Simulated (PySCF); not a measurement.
C7H12N (doublet state).
Numbering: `[CH2:1]=[C:2][C@@H:3]1[CH2:4][N:5]1[CH:6]([CH3:7])[CH3:8]` (hydrogens: H9, H10 on C1; H11 on C3; H12, H13 on C4; H14 on C6; H15, H16, H17 on C7; H18, H19, H20 on C8)

Geometry (GFN2-xTB, Å), atoms numbered from 1 in this order:
```xyz
20
C7H12N angstrom
C      2.6991   -0.3467    1.1878
C      1.6716   -0.8051    0.5506
C      1.0446   -1.1251   -0.6797
C      0.9093   -0.1301   -1.8048
N     -0.2417   -0.5411   -1.0599
C     -0.8620    0.4223   -0.1721
C     -1.9031    1.1985   -0.9756
C     -1.5033   -0.3275    0.9911
H      2.7279   -0.2890    2.2678
H      3.6132   -0.0009    0.6988
H      1.1170   -2.1754   -0.9558
H      0.9715   -0.4899   -2.8228
H      1.3100    0.8663   -1.6413
H     -0.1157    1.1332    0.2299
H     -1.4302    1.7148   -1.8081
H     -2.6471    0.5126   -1.3724
H     -2.3960    1.9323   -0.3429
H     -2.2163   -1.0551    0.6122
H     -2.0174    0.3670    1.6501
H     -0.7365   -0.8505    1.5600
```

The hyperfine couplings belong to this conformer and change with its torsions.

Computed with UKS B3LYP, pcH-1 on C H N, non-relativistic, mean-field spin-orbit, GIAO in PySCF 2.14.0. Isolated species at its GFN2-xTB geometry (one conformer only). The geometry wasn't refined by DFT: couplings that depend on bond lengths, twists or pyramidal angles can differ widely from those at the functional's own minimum. The SCF solution wasn't tested for stability.

(1) What is the g tensor, term by term?

(2) What effective moment and Curie constant follow for a powder?

(3) What are the electron Larmor frequencies g μB B/h along the three axes at 3350 mT?

(4) How much does each term add to the isotropic shift?

(5) In a frozen sample, at which fields do the three g values resonate at 9.5, 34, 94 and 263 GHz (hyperfine left aside), and which band first spreads them over more than twice a line width of 1.0 mT?

Results:

(1) 
| Δg (ppm) | 1 | 2 | 3 |
| --- | --- | --- | --- |
| relativistic mass correction | -159 | -159 | -159 |
| gauge correction | 27 | 12 | 35 |
| orbital Zeeman/spin–orbit | -611 | 218 | 823 |
| total | -743 | 71 | 699 |

So g = 2.00158, 2.00239, 2.00302 and g_iso = 2.00233; the tensor is rhombic: the two nearest values differ by 44 % of g3 − g1. Axes: g1 points within 15° of the C2–C3 bond and g2 points within 11° of the C4–N5 bond.

(2) With the mean of g² = 4.0093 and S(S+1) = 0.75: μ_eff = √(⟨g²⟩S(S+1)) = 1.734 μB and χT = 0.12505·⟨g²⟩·S(S+1) = 0.376 cm³ K/mol (cgs; spin-Hamiltonian part alone).

(3) 93.8488, 93.8869, 93.9164 GHz for g1, g2 and g3, a range of 67.6 MHz.

(4) The mass correction -159, the orbital-Zeeman/spin–orbit term 143 and the gauge correction 25 ppm, for a total of 9 ppm. The mass correction is the same along every axis, so the anisotropy comes from the other two: their spans along these axes are 23 (gauge) and 1434 ppm (orbital Zeeman/spin–orbit).

(5) 
```
band    GHz  B(g3) mT  B(g2) mT  B(g1) mT  spread mT
   X    9.5    338.87    338.97    339.11       0.24
   Q   34.0   1212.78   1213.16   1213.65       0.87
   W   94.0   3352.98   3354.04   3355.40       2.42
   J  263.0   9381.22   9384.16   9387.98       6.76
```

The spread grows in proportion to the frequency. W band is the first where it exceeds 2.0 mT.

Largest spin populations (Mulliken): C2 (+0.92), C1 (-0.16), C4 (+0.12) and H10 (+0.09). C2 is the only atom above +0.15.

The HOMO–LUMO gaps are 5.37 eV among the α and 4.67 eV among the β orbitals.
